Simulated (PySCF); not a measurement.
BGeH₆NO₂, SMILES OB(O)[NH][GeH3]. Geometry: PBE-D3(BJ)/def2-SVP. This is a generated structure with no PubChem entry under its InChIKey; it may be hypothetical. The values are those of a single conformer.

The numbers are results of PBE-D3(BJ)/def2-SVP (PySCF), not measurements.

Harmonic wavenumbers (cm⁻¹): 84, 104, 117, 265, 334, 445, 446, 473, 574, 611, 639, 721, 829, 839, 865, 894, 960, 992, 1146, 1409, 1440, 2078, 2087, 2091, 3565, 3771, 3778. Rotational constants (GHz): 8.727, 1.461, 1.272; symmetry number 1.

**Question.** Work out the zero-point energy and the ideal-gas rigid-rotor harmonic-oscillator thermochemistry at 298.15 K and 1 atm.

**Answer.** ZPE = ½ Σ hcν = ½ × 31557 cm⁻¹ = 45.11 kcal/mol. H − E(el) = 50.47 kcal/mol. Entropy in cal/(mol K): translation 40.62, rotation 27.39, vibration 18.10, total 86.11. G − E(el) = 24.80 kcal/mol. Cp = 28.55 cal/(mol K). Modes under 150 cm⁻¹ make the vibrational entropy uncertain.
